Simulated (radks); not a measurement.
Problem. Coherent X-ray form factor from a spherical all-electron density. All-electron calculation, non-relativistic Kohn-Sham, PBE, spin-polarised, spherical densities, point nucleus. Program: a radial shooting solver on a logarithmic mesh with Libxc functionals.

sin(theta)/lambda (1/angstrom)  f0 (electrons)
0.05                                    32.546
0.1                                     31.302
0.15                                    29.549
0.2                                     27.602
0.25                                    25.687
0.3                                     23.918
0.4                                     20.855
0.5                                     18.225
0.6                                     15.858
0.8                                     11.914
1                                        9.193
1.25                                     7.221
1.5                                      6.151
2                                        4.843

The species is in the configuration that NIST lists as its ground one. Which atom or ion scatters so?

Solution. The bromine ion Br2+, [Ar] 3d10 4s2 4p3. Extrapolating in s^2 from the first two rows gives f0(0) = 33.0, near the electron count 33; among species with that count, the fall with angle is slower the higher Z, and the table is that of Z = 35; from so few rows the species is fixed only to a neighbour or two.
